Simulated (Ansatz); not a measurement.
Start from `[AlH2][SiH2][O][AlH][SiH3]` and change one atom or group to get `BCO[SiH2][AlH2]`.

Ansatz, PBE0-D4/def2-TZVP geometries, multiplicity 1. Each molecule was computed in one conformer, which needn't be the lowest.

```csv
property,`[AlH2][SiH2][O][AlH][SiH3]`
HOMO–LUMO gap (ωB97M-V/def2-TZVPP) / eV,9.63
HOMO energy (PBE/def2-TZVPP) / eV,-6.12
HOMO energy (PBE0/def2-TZVPP) / eV,-7.19
size of the dipole moment (ωB97M-V/def2-TZVPP) / D,1.72
LUMO energy (PBE0/def2-TZVPP) / eV,-1.27
LUMO energy (ωB97M-V/def2-TZVPP) / eV,0.46
```

Problem. Give the same properties after the change, and the shifts. (Best estimate.)

Solution. Ansatz gave: 
```
                                          property  `BCO[SiH2][AlH2]`  shift
           HOMO–LUMO gap (ωB97M-V/def2-TZVPP) / eV               8.60  -1.03
                 HOMO energy (PBE/def2-TZVPP) / eV              -5.83   0.29
                HOMO energy (PBE0/def2-TZVPP) / eV              -7.02   0.17
size of the dipole moment (ωB97M-V/def2-TZVPP) / D               0.95  -0.77
                LUMO energy (PBE0/def2-TZVPP) / eV              -2.10  -0.83
             LUMO energy (ωB97M-V/def2-TZVPP) / eV              -0.47  -0.93
```

With PBE0 the HOMO rises by 0.17 eV and the LUMO falls by 0.83 eV, so the gap narrows by about 1.00 eV. PBE moves the HOMO by 0.29 eV and ωB97M-V by 0.10 eV. Dipoles are sizes alone; their direction can turn.
